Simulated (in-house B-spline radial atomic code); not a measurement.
**Ionising the arsenic ion As⁸⁺ with different functionals**

Computed with a B-spline radial code for spherical atoms: four-component Dirac-Coulomb Hamiltonian, Fermi nucleus of rms radius 4.0968 fm, spin-restricted, spherical fractional occupations for the functionals. The ionisation energy is the difference of two self-consistent energies, [Ar] 3d7 → [Ar] 3d6, without Breit or QED terms; ε is the level of the shell that loses the electron (mean over j). The electron is taken from both j subshells in proportion to 2j + 1, so the result is a j average, not the step between ground levels.

Hybrids are left out here: with spherical fractional occupations of an open shell their exact exchange keeps a self-interaction that integer-occupation calculations don't have.

```
           method  rung  ΔSCF (eV)  -ε(3d) (eV)
         LDA VWN5   LDA     218.64       201.22
 relativistic LDA   LDA     218.65       201.23
         LDA PW92   LDA     218.63       201.21
LDA exchange-only   LDA     216.35       198.96
              PBE   GGA     218.34       200.93
           PBEsol   GGA     218.28       200.87
             BLYP   GGA     218.23       200.81
             RPBE   GGA     218.27       200.85
             PW91   GGA     218.53       201.11
             BP86   GGA     218.42       201.00
             AM05   GGA     218.34       200.92
             OLYP   GGA     219.27       201.81
```

Question: How do they compare with the NIST value?

Answer: NIST lists 213 eV ± 2.2 (tabulated theory, ground level to ground level). Errors run from +3.35 to +6.27 eV. The correlated functionals all miss on the same side by more than they spread, so the cause is common to them (Breit-QED terms, spin polarisation, the choice among j levels, multiplet and fine-structure energies, or a listed next ion that isn't the cheapest removal here) and closeness doesn't rank the functionals.
